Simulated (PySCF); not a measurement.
## BeTl: frontier orbitals

PBE0 at R = 2.603 Å; Be aug-cc-pVDZ, Tl aug-cc-pVDZ-PP with ECP60; scalar-relativistic core potentials (PySCF 2.14). State: ²Π (doublet), unpaired electrons π ↑. Only the outer orbitals are listed, counted within each symmetry, core potentials removing the inner ones.

| spin | orbital | occ. | ε (eV) | on Be (%) | main shells (%) |
| --- | --- | --- | --- | --- | --- |
| α | 4σ | 1 | -17.84 | 0 | 100 Tl d |
| α | 2π | 1 | -17.78 | 0 | 100 Tl d |
| α | 1δ | 1 | -17.70 | 0 | 100 Tl d |
| α | 1δ | 1 | -17.63 | 0 | 100 Tl d |
| α | 2π | 1 | -17.62 | 0 | 100 Tl d |
| α | 5σ | 1 | -11.27 | 17 | 83 Tl s, 12 Be s |
| α | 6σ | 1 | -6.42 | 77 | 79 Be s, 14 Tl p, 10 Tl s |
| α | 3π | 1 | -3.96 | 38 | 61 Tl p, 37 Be p |
| α | 3π | 0 | -2.41 | 34 | 65 Tl p, 33 Be p |
| α | 7σ | 0 | -2.26 | 65 | 44 Be p, 35 Tl p, 22 Be s |
| α | 4π | 0 | -0.76 | 58 | 57 Be p, 36 Tl p |
| β | 4σ | 1 | -17.82 | 0 | 100 Tl d |
| β | 2π | 1 | -17.77 | 0 | 100 Tl d |
| β | 1δ | 1 | -17.61 | 0 | 100 Tl d |
| β | 1δ | 1 | -17.53 | 0 | 100 Tl d |
| β | 2π | 1 | -17.52 | 0 | 100 Tl d |
| β | 5σ | 1 | -10.73 | 15 | 85 Tl s, 11 Be s |
| β | 6σ | 1 | -6.09 | 81 | 82 Be s, 11 Tl p |
| β | 3π | 0 | -2.23 | 39 | 61 Tl p, 38 Be p |
| β | 7σ | 0 | -2.21 | 60 | 45 Be p, 39 Tl p, 15 Be s |
| β | 3π | 0 | -1.77 | 38 | 62 Tl p, 38 Be p |

Task: Which are the highest filled and the lowest empty level, where do they sit, and how wide is the gap?

Result: Highest filled α 3π at -3.96 eV (in %: 61 Tl p, 37 Be p); lowest empty α 3π at -2.41 eV (in %: 65 Tl p, 33 Be p); the gap at PBE0 is 1.55 eV. Both belong to one degenerate shell, split only by its one-sided filling, so this is no excitation gap.

| Quantity | Value |
| --- | --- |
| bond order (Mayer) | 0.89 |
| ⟨S²⟩ | 0.759 |
| charge on Be (Mulliken, basis-dependent) | -0.28 |
| charge on Be (Löwdin, basis-dependent) | -0.05 |
| dipole moment (positive dipole means Be(−)Tl(+)) | 0.74 D |

Spin–orbit coupling is left out, which matters for elements this heavy, above all for dissociation energies. The state is the lowest determinant that a PBE0 search found; another state may lie lower at other levels.
